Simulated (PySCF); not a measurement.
NiO, SMILES [O]=[Ni] (connectivity only; charge and spin as stated), neutral, multiplicity 3. Atoms are numbered in the order given.

```xyz
2

Ni     0.0000     0.0000    -0.3588
O      0.0000     0.0000     1.2559
```
Charge 0, spin multiplicity 3.

Geometry: PBE0-D3(BJ)/def2-TZVPD. The multiplicity is an assumed one; other spin states were not compared.

These are r2SCAN/def2-TZVPD (PySCF) values and carry that method's errors.

Mulliken values depend strongly on the basis, most of all with diffuse functions as here. ESP charges are fitted to the potential on shells at 1.4 to 2.0 van der Waals radii. Atomic charges (e):

| atom | Mulliken | meta-Löwdin | ESP fit | Mulliken spin |
|---|---|---|---|---|
| Ni1 | 0.56 | 0.62 | 0.54 | 1.04 |
| O2 | -0.56 | -0.62 | -0.54 | 0.96 |
